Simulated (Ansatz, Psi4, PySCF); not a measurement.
CH4AlClO (SMILES [CH3][Al]([OH])[Cl]), singlet, at a GFN2-xTB geometry (such geometries of metal compounds can be far from the true shape), atoms displaced at random by about 0.08 Å a coordinate. Base run: HF/6-31G, gradient run with PySCF.

PySCF was given this input:
```python
from pyscf import gto, scf

mol = gto.Mole()
mol.atom = '''
    Al   -0.361375   -0.116327    0.152359
    Cl    1.631899    0.116293   -0.519826
    C    -0.944915   -1.203203    1.592896
    H    -1.582088   -1.837204    1.279896
    H    -1.432176   -0.631399    2.296363
    H    -0.120936   -1.727727    2.023325
    O    -1.436330    0.968219   -0.798744
    H    -2.198790    1.494427   -1.102011
'''
mol.basis = '6-31g'
mol.charge = 0
mol.spin = 0
mol.verbose = 3
mol.build()

mf = scf.RHF(mol)
mf.kernel()
g = mf.nuc_grad_method()
grad = g.kernel()
```

Programs used: Ansatz (an electronic-structure program), Psi4, PySCF; a row that names a program was run with it.

The coordinate followed is x of atom 4.

Variants of this job, named by their change:

```tsv
change	dE/dx (Eh/bohr)	net force (Eh/bohr)
base	0.092656	0.000000
density fitting = on	0.092647	0.000000
finite difference step (bohr) = 1e-4; conv_tol = 1e-11	0.092656	-
code = psi4	0.092655	0.000000
conv_tol = 1e-6	0.092653	0.000000
conv_tol = 1e-4	0.092639	0.000000
finite difference step (bohr) = 0.2; conv_tol = 1e-11	?	-
density fitting = on; auxbasis_response = off	0.092659	0.000439
conv_tol = 1e-11	0.092656	0.000000
finite difference step (bohr) = 1e-3; conv_tol = 1e-11	0.092656	-
code = ansatz	0.092656	0.000000
finite difference step (bohr) = 1e-5; conv_tol = 1e-11	0.092656	-
```

### Question
Fill in the missing entries.

### Answer

- finite difference step (bohr) = 0.2; conv_tol = 1e-11, dE/dx (Eh/bohr): 0.094317

The net force is zero for an exact gradient.
